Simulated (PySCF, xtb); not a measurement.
C₂H₆ClNSe, SMILES CN(C)[Se]Cl. One conformer was computed; it need not be the lowest.

Harmonic wavenumbers (cm⁻¹) from GFN2-xTB (xtb 6.7.1) at its own minimum, in rising order: 58, 123, 176, 198, 260, 299, 317, 370, 518, 957, 1037, 1076, 1115, 1194, 1220, 1407, 1416, 1464, 1472, 1483, 1492, 2915, 2915, 2980, 2983, 3024, 3025.

Problem. What does B3LYP-D3(BJ)/def2-SVP run with PySCF give at its own minimum? (An estimate is asked for; the answer gives what the named calculation found.)

Solution. 98, 100, 196, 217, 326, 340, 347, 364, 605, 982, 1053, 1102, 1151, 1231, 1261, 1419, 1444, 1448, 1463, 1468, 1484, 2994, 2999, 3079, 3080, 3147, 3149. Paired by order, the mean absolute difference is 45 cm⁻¹ and the zero-point energies are 50.7 and 52.2 kcal/mol.
